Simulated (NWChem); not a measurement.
Species: C3HCl2F; SMILES FC=C=C(Cl)Cl

Program: NWChem. The geometry was optimised at PBE0/def2-SVP. Level: PBE0/def2-SVP with COSMO at NWChem's default radii, gas-phase geometry; the question gives the dielectric constant.

What does the run give for dielectric constant 25.0? Quantities: electrostatic solvation energy (kcal/mol); dipole in solution (D).


```json
{
 "electrostatic solvation energy (kcal/mol)": "-2.0",
 "dipole in solution (D)": "1.70"
}
```
